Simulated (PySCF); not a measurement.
**Calcium: a sound run and one with changed settings**

Sound run: Ca [Ar] 4s2, Ca⁺ [Ar] 4s1. Calculation: PySCF 2.14, in def2-SVP (5s3p2d, 24 functions); no relativity, point nucleus. In the sound run the correlated levels freeze [Ar]. The sound run starts from symmetry-adapted Hartree-Fock orbitals and uses a fine grid where one is needed.

Changed run: initial guess atom, at most 3 SCF cycles. This setting is unsound on purpose.

```json
{"species": "Ca", "method": "UHF", "sound run (hartree)": "-676.66070", "changed run (hartree)": "-676.66070", "converged": "yes"}
{"species": "Ca", "method": "MN15", "sound run (hartree)": "-677.40675", "changed run (hartree)": "-677.40675", "converged": "no"}
{"species": "Ca", "method": "TPSS", "sound run (hartree)": "-677.48346", "changed run (hartree)": "-677.48346", "converged": "no"}
{"species": "Ca", "method": "MP2", "sound run (hartree)": "-676.67797", "changed run (hartree)": "-676.67797", "converged": "yes"}
{"species": "Ca", "method": "CCSD(T)", "sound run (hartree)": "-676.68762", "changed run (hartree)": "-676.68762", "converged": "yes"}
{"species": "Ca⁺", "method": "UHF", "sound run (hartree)": "-676.47206", "changed run (hartree)": "-676.47203", "converged": "no"}
{"species": "Ca⁺", "method": "MN15", "sound run (hartree)": "-677.17508", "changed run (hartree)": "-677.17507", "converged": "no"}
{"species": "Ca⁺", "method": "TPSS", "sound run (hartree)": "-677.26159", "changed run (hartree)": "-677.26159", "converged": "no"}
```

The SCF was stopped early; the energies are upper bounds that still move, and correlated levels were skipped or rest on poor orbitals.
